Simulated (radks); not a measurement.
Species: Si I. Configuration: [Ne] 3s2 3p2 (the NIST ground configuration). Method: scalar-relativistic Kohn-Sham, BLYP, spin-polarised, spherical densities, point nucleus; open shells are filled with parallel spins first; computed with a radial shooting solver on a logarithmic mesh with Libxc functionals. Some entries of the table are withheld. Estimate them.

orbital  occ.  eigenvalue (eV)  r(max) (bohr)  <r> (bohr)
1s up       1        -1786.968        0.07261      0.1113
1s down     1        -1786.815        0.07260      0.1113
2s up       1              (1)            (2)      0.5686
2s down     1              (3)            (4)      0.5687
2p up       3         -95.3728         0.3869      0.5379
2p down     3         -95.1624         0.3872      0.5379
3s up       1              (5)          1.780       2.150
3s down     1              (6)          1.763       2.167
3p up       2          -4.3312          2.133       2.754
3p down     0          -3.0852          2.163       2.941

Answer. 
(1) 2s up eigenvalue (eV): -139.0849
(2) 2s up r(max) (bohr): 0.4543
(3) 2s down eigenvalue (eV): -138.9289
(4) 2s down r(max) (bohr): 0.4545
(5) 3s up eigenvalue (eV): -11.1298
(6) 3s down eigenvalue (eV): -9.7254
